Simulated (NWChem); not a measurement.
Species: CuF; SMILES [F][Cu]

Computed with NWChem. Geometry: optimised at PBE-D3(BJ)/def2-SVP. Level PBE0/def2-SVPD: energy and gradient; each run changes one setting, and changes count from the defaults (medium grid, exact Coulomb integrals, symmetry on).

### Question
Which setting moves the energy most, and by about how much (Becke weights; defaults; tight SCF thresholds and tolerances; coarse grid)?

### Answer
coarse grid, by about 70 μHa.
| setting | size of the energy change (μHa) | largest change of a gradient component (μHa/bohr) |
|---|---|---|
| defaults | < 10 | < 30 |
| coarse grid | 70 | 400 |
| tight SCF thresholds and tolerances | < 10 | 40 |
| Becke weights | < 10 | < 30 |
